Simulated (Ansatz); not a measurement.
Frontier orbitals of C₂H₃ClGe, SMILES `C#[C][GeH2][Cl]`.

```xyz
7

C    -1.2455   -1.3794    0.8353
C    -0.4978   -0.5990    0.3037
Ge    0.6798    0.6094   -0.5491
Cl    0.7057    2.4282    0.5981
H    -1.9085   -2.0663    1.3100
H     2.1034    0.0503   -0.5522
H     0.1629    0.9568   -1.9459
```

Total charge 0; spin multiplicity 1. Correlated methods include outer-core shells of Ge, which these sets cover unevenly. Scalar relativity is left out up to krypton. The structure was optimised at the PBE0-D4/def2-TZVP level. Basis def2-TZVPP, Ansatz.

| functional | HOMO (eV) | LUMO (eV) | gap (eV) |
| --- | --- | --- | --- |
| PBE | -7.26 | -1.74 | 5.52 |
| revPBE | -7.21 | -1.63 | 5.58 |
| PBE0 | -8.51 | -0.83 | 7.68 |
| CAM-B3LYP | -9.86 | 0.25 | 10.11 |
| ωB97M-V | -10.74 | 1.17 | 11.91 |

Against PBE, PBE0 changes HOMO and LUMO by −1.25 and +0.91 eV, ωB97M-V by −3.48 and +2.91 eV. A gap of 5.52 eV thus becomes 11.91 eV for the same molecule, so an orbital gap means little without its functional. A positive LUMO is unbound and depends on the basis.
